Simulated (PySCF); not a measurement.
Compound: ethyl isobutanoate, C6H12O2.
Bonds: C1–C2, C2–O3, O3–C4, C4–O5 (double), C4–C6, C6–C7, C6–C8. Hydrogens: H9, H10, H11 on C1; H12, H13 on C2; H14 on C6; H15, H16, H17 on C7; H18, H19, H20 on C8.

Jobs on this species (20 atoms, 64 electrons) with PySCF (density fitting). Hardware of each: x86-64 server, one thread, on a shared host. The host was shared with other jobs, so the times are rough.

Problem. Rank these jobs by wall time, shortest first.
A. CAM-B3LYP/def2-SVPD; 10 singlets by full TDDFT, 4 Tamm–Dancoff triplets, polarisability, ΔSCF ions; 262 basis functions
B. PBE0/pcSseg-1; shieldings, charges and field gradients; 196 basis functions
C. PBE0-D3(BJ)/def2-SVP, grid level 1; geometry optimisation from a GFN2-xTB start; 172 basis functions
D. PBE/pcSseg-1; shieldings; 196 basis functions

Solution. B (30 s), D (49 s), C (95 s), A (4.9 min).

All jobs:

```tsv
level and settings	work	basis functions	SCF cycles	wall time
PBE0/pcSseg-1	shieldings, charges and field gradients	196	14	30 s
PBE/pcSseg-1	shieldings	196	16	49 s
PBE0-D3(BJ)/def2-SVP, grid level 1	geometry optimisation from a GFN2-xTB start	172	57	95 s
CAM-B3LYP/def2-SVPD	10 singlets by full TDDFT, 4 Tamm–Dancoff triplets, polarisability, ΔSCF ions	262	14	4.9 min
```

Problem. What do all jobs in the table cost together?

Solution. About 7.8 min; the longest takes about 63 % of that, and about 9.8 times as long as the shortest.
